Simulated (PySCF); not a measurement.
AlFH6Si2. Atoms are numbered in the order given.

```xyz
10

Al    -0.3513    -0.2299     0.0284
F     -1.7535    -1.1434     0.1400
Si    -0.4958     1.8306    -1.3002
H      0.8382     2.1770    -1.8824
H     -0.9106     2.9737    -0.4262
H     -1.4838     1.7219    -2.4158
Si     1.6186    -1.0980     1.2104
H      2.4840     0.0263     1.6855
H      2.4447    -1.9311     0.2795
H      1.2550    -1.9440     2.3870
```
Charge 0, spin multiplicity 1.

The structure is a stationary point at B3LYP-D3(BJ)/def2-SVP. The structure was generated by enumeration; whether it is a known compound was not checked.

These are PBE/pcSseg-1 in PySCF values and carry that method's errors.

GIAO shieldings, no solvent; atoms alike by connectivity are averaged. δ = σ(ref) − σ: ¹⁹F against CFCl3 (σ = 133.6 ppm); ²⁹Si against TMS (σ = 335.4 ppm); ¹H against TMS (σ = 31.49 ppm), references at their B3LYP-D3(BJ)/def2-TZVP geometries, non-relativistic.

```json
[
 {"nucleus": "¹⁹F", "atoms": "F2", "count": "1", "δ (ppm)": "-84.0"},
 {"nucleus": "²⁹Si", "atoms": "Si3, Si7", "count": "2", "δ (ppm)": "-134.0"},
 {"nucleus": "¹H", "atoms": "H4, H5, H6, H8, H9, H10", "count": "6", "δ (ppm)": "3.45"}
]
```
